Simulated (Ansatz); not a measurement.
Computed with Ansatz on PBE0-D4/def2-TZVP structures; ΔE is electronic, products minus reactants. CBS: MP2 limit from def2 TZ/QZ plus the TZ coupled-cluster correction, frozen cores. This one scheme is used for every species. DFT in def2-TZVPP. B3LYP here is the variant with VWN-RPA as its local correlation; programs differ in this. def2 core potentials past Kr. For Sn outer-core shells are correlated without core-valence functions, which leaves a few kJ/mol of doubt a bond. One conformer a species, not always the lowest.

`C=[C](N)[SnH2][F]` + CH₃OH → `C=C(N)OC` + `[F][SnH3]`  (substitution at a C–Sn bond)

```csv
level,ΔE (kcal/mol)
PBE0-D4,2.7
ωB97X-V,1.8
B2PLYP,3.5
PBE,3.2
r2SCAN,1.9
PBE0,2.3
B3LYP,2.7
CCSD/CBS(def2),5.4
```

(1) What does CCSD(T)/CBS give? (An estimate is asked.)

Largest T1 diagnostic among the species: 0.014.

Results:

(1) Ansatz gave: +5.9 kcal/mol. The listed levels differ from it by -3.2, -4.1, -2.4, -2.7, -4.0, -3.6, -3.2, -0.5 kcal/mol.

In def2-TZVPP, CCSD(T) changes the Hartree–Fock value by +4.8 kcal/mol (the triples alone add +0.5 kcal/mol) and MP2 by +6.2 kcal/mol. From PBE to PBE0 (25 % exact exchange), in def2-TZVPP and without D4, ΔE moves by −0.9 kcal/mol.
